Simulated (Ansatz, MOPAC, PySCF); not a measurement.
CH6O3Sn, SMILES `[OH][Sn]([CH3])([OH])[OH]`, neutral singlet in the gas phase. In the def2 sets core potentials replace the inner electrons of Sn.

Cartesian coordinates (Å):
```xyz
11

C      1.7775    -0.4982    -0.0339
Sn    -0.2611     0.0772     0.0120
O     -1.4763    -1.3614    -0.6035
O     -0.6401     1.6440    -1.1399
O     -0.8757     0.5725     1.8292
H      2.2624    -0.0197    -0.8951
H      2.2593    -0.1738     0.8980
H      1.8361    -1.5907    -0.1277
H     -2.0754    -1.0270    -1.2823
H     -1.1164     2.3194    -0.6415
H     -1.6838     0.0941     2.0520
```
Charge 0, spin multiplicity 1.

All levels are single points at this geometry (PBE0-D3(BJ)/def2-SVP); Pople sets use spherical d functions. Orbital energies aren't observables, and empty levels follow the basis.

AM1 in MOPAC gives dipole (D) = 0.71.

Problem. Estimate the dipole (D) from each of these levels: B3LYP-D3(BJ)/def2-TZVP in Ansatz (a quantum-chemistry and plane-wave program); CAM-B3LYP-D3(BJ)/def2-TZVP in Ansatz; PBE-D3(BJ)/def2-TZVP in Ansatz; B3LYP/6-31G* (LANL2DZ on Sn) in PySCF; HF/6-31G* (LANL2DZ on Sn) in PySCF; PM3 in MOPAC; PM6 in MOPAC; PM7 in MOPAC.

Solution. 
```json
[
 {"level": "B3LYP-D3(BJ)/def2-TZVP in Ansatz", "dipole (D)": "0.51"},
 {"level": "CAM-B3LYP-D3(BJ)/def2-TZVP in Ansatz", "dipole (D)": "0.48"},
 {"level": "PBE-D3(BJ)/def2-TZVP in Ansatz", "dipole (D)": "0.46"},
 {"level": "B3LYP/6-31G* (LANL2DZ on Sn) in PySCF", "dipole (D)": "0.24"},
 {"level": "HF/6-31G* (LANL2DZ on Sn) in PySCF", "dipole (D)": "0.33"},
 {"level": "PM3 in MOPAC", "dipole (D)": "0.24"},
 {"level": "PM6 in MOPAC", "dipole (D)": "0.25"},
 {"level": "PM7 in MOPAC", "dipole (D)": "0.24"}
]
```
